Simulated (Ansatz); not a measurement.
`FCC(F)I` → `FCI` + `[CH]F` at 500 K and 1 bar (formal loss of a carbene).

Computed with Ansatz on PBE0-D4/def2-TZVP structures; ΔE is electronic, products minus reactants. CBS: MP2 limit from def2 TZ/QZ plus the TZ coupled-cluster correction, frozen cores. This one scheme is used for every species. Elements past krypton have def2 core potentials. For I outer-core shells are correlated without core-valence functions, which leaves a few kJ/mol of doubt a bond. One conformer a species, not always the lowest.

```tsv
species	CCSD(T)/CBS energy (Eh)	H − E (kJ/mol)	S (J/(mol·K))
`FCC(F)I`	-574.91548	170.0	381.3
`FCI`	-436.46970	102.3	313.9
`[CH]F`	-138.29972	50.0	241.9
```

H − E and S are ideal-gas, rigid-rotor, harmonic terms from PBE0-D4/def2-TZVP, for one conformer and one mirror image of each species. 1 Eh = 2625.50 kJ/mol, R = 8.31446 J/(mol·K).

Task: By hand: ΔE, ΔH, ΔS and ΔG.

Result: ΔE = (-436.46970) + (-138.29972) − (-574.91548) = 0.14606 Eh = 383.5 kJ/mol. Δ(H − E) = 102.3 + 50.0 − 170.0 = -17.7, so ΔH = 365.8 kJ/mol. ΔS = 313.9 + 241.9 − 381.3 = 174.5 J/(mol·K). ΔG = 365.8 − 500 × (174.5)/1000 = 278.6 kJ/mol.

Task: By hand: the equilibrium constant, and the temperature at which ΔG would vanish if ΔH and ΔS stayed fixed.

Result: log₁₀ K = −ΔG/(RT ln 10) = -29.1. ΔG = 0 at ΔH/ΔS = 2096 K.

The number of gas molecules changes by +1, which sets the sign of ΔS. A doubt of 5 kJ/mol in ΔE shifts log₁₀ K by 0.5 here. Other conformers and mirror images would add mixing entropy, several J/(mol·K) or more a flexible species. These are equilibria of isolated gas molecules and say nothing of rates. Largest T1 diagnostic: 0.018 (customary marks: 0.02 for closed shells, 0.045 for open ones).
